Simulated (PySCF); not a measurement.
Correlation energy of S (sulfur, neutral)

[Ne] 3s2 3p4, high-spin 3P determinant. All numbers are calculated (PySCF 2.14, the non-relativistic Hamiltonian (point nucleus), in def2-SVP). Frozen: [Ne]; 6 electrons correlated.

MP2 pair energies summed by pair of shells (mhartree):

```tsv
pair	energy	share (%)
3p-3p	-38.27	46.6
3s-3p	-36.13	44.0
3s-3s	-7.65	9.3
```

Total MP2 correlation energy: -82.04 mhartree.

Same-spin part -19.82 and opposite-spin part -62.22 mhartree; SCS-MP2 scales them by 1/3 and 6/5 to -81.27 mhartree.

```csv
level,correlation energy (mhartree)
CCSD,-100.38
(T),-1.13
CCSD(T),-101.51
```

Diagnostics: T1 = 0.0072, D1 = 0.0209, largest double amplitude 0.050.

Cost of the coupled-cluster step: 0.07 s of wall time on 1 thread of Neoverse-V2 (shared host), for 6 correlated electrons.

Iterations:

```
CC2 = 0
CCSD nocc = (np.int64(4), np.int64(2)), nmo = (13, 13)
frozen orbitals [[0, 1, 2, 3, 4], [0, 1, 2, 3, 4]]
max_cycle = 100
direct = 0
conv_tol = 1e-08
conv_tol_normt = 1e-06
diis_space = 8
diis_start_cycle = 0
Init t2, MP2 energy = -0.0820371511901669
Init E_corr(UCCSD) = -0.0820371511922817
cycle = 1  E_corr(UCCSD) = -0.0961386455720415  dE = -0.0141014944  norm(t1,t2) = 0.0378784
cycle = 2  E_corr(UCCSD) = -0.099124932386279  dE = -0.00298628681  norm(t1,t2) = 0.0117403
cycle = 3  E_corr(UCCSD) = -0.10039245654826  dE = -0.00126752416  norm(t1,t2) = 0.00429786
cycle = 4  E_corr(UCCSD) = -0.100374016184757  dE = 1.84403635e-05  norm(t1,t2) = 0.000434652
cycle = 5  E_corr(UCCSD) = -0.100377564230477  dE = -3.54804572e-06  norm(t1,t2) = 8.16087e-05
cycle = 6  E_corr(UCCSD) = -0.100376838359652  dE = 7.25870825e-07  norm(t1,t2) = 1.4906e-05
cycle = 7  E_corr(UCCSD) = -0.100377073683507  dE = -2.35323855e-07  norm(t1,t2) = 3.25527e-06
cycle = 8  E_corr(UCCSD) = -0.100377013421157  dE = 6.026235e-08  norm(t1,t2) = 5.03301e-07
cycle = 9  E_corr(UCCSD) = -0.100377018386064  dE = -4.96490724e-09  norm(t1,t2) = 9.67588e-08
UCCSD converged
E(UCCSD) = -397.4667734979337  E_corr = -0.1003770183860641
UCCSD(T) correction = -0.0011250208048022
```
